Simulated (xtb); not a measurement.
A geometry relaxed with GFN2-xTB (xtb), charge 0, multiplicity 1:

```xyz
21

C     -0.9021    -0.8701    -0.0547
C      2.7482    -1.4676     0.2128
C      0.4863    -0.6452     0.0378
H     -3.8955    -1.5625    -0.5476
H      4.2932     0.0322     0.2949
H     -1.2482    -1.8948    -0.0621
C     -1.3128     1.4793    -0.1236
C      2.3573     0.8973     0.1414
H      3.4519    -2.2837     0.2779
H     -4.2734     0.1816     1.0601
C      0.0237     1.7438    -0.0370
H      1.0300    -2.7229     0.1135
C     -1.8079     0.1585    -0.1343
Cl     2.9867     2.5106     0.1560
H      0.3805     2.7628    -0.0316
C      3.2325    -0.1519     0.2229
H     -2.0158     2.2978    -0.1872
C      0.9614     0.6943     0.0472
C      1.4071    -1.7107     0.1218
H     -4.2356     0.7033    -1.2763
Si    -3.6674    -0.1520    -0.2320
```

Task: Write the SMILES of this molecule.

Result: `[SiH3]c1ccc2c(Cl)cccc2c1`
